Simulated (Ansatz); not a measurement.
Cost and result up the ladder for K₅H₅ (10 atoms). Total charge 0; singlet. Geometry: PBE-D4/def2-SVP.

Cartesian coordinates in Å:
```
K 4.012 2.078 -2.509
K -3.494 0.064 3.818
K 1.705 -0.832 -2.277
K -2.094 -1.858 0.943
K -0.065 1.376 0.367
H -1.850 0.789 2.092
H 1.946 1.811 -1.142
H 3.852 -0.158 -3.469
H -0.279 -1.101 -0.687
H -3.733 -2.170 2.864
```

Ansatz on 4 threads of Arm Neoverse V1 on a shared host. Times are rough, and most runs start from the orbitals of an earlier one. PBE0-D4/def2-TZVP serves as the yardstick here, not as an exact answer. Differences are given only for rows in sets of like size (and for xTB, whose basis is part of the method), since another set adds its own error. Binding counts from free atoms at the same level (K doublet, H doublet; other spins of the atoms weren't run), without zero-point energy or a counterpoise term.

B3LYP takes the VWN-RPA correlation. Correlated methods freeze 25 core orbitals; core or outer-core shells of K are correlated, in sets that lack core-valence functions. The rows differ in basis, and correlated rows in double-zeta sets carry the largest basis error. Another isomer (singlet) lies 0.38 eV lower at PBE0-D4/def2-TZVP; other spin states weren't run for this one.

Correlated methods converge slowly with the basis, most of all in double-zeta sets.

```tsv
level	functions	wall time
PBE-D4/def2-TZVP (with forces)	195	6 s
PBE0-D4/def2-TZVP	195	9 s
B3LYP-D4/def2-TZVP	195	9.5 s
r2SCAN-D4/def2-TZVP	195	11 s
r2SCANh-D4/def2-TZVP	195	14 s
CCSD(T)/def2-SVP	145	40 s
```

Estimate what each level gives for the binding energy per atom (eV).


```csv
level,binding energy per atom (eV),difference from PBE0-D4/def2-TZVP (eV)
PBE-D4/def2-TZVP (with forces),1.44,0.00
PBE0-D4/def2-TZVP,1.43,0.00
B3LYP-D4/def2-TZVP,1.51,0.08
r2SCAN-D4/def2-TZVP,1.48,0.05
r2SCANh-D4/def2-TZVP,1.47,0.04
CCSD(T)/def2-SVP,1.35,–
```
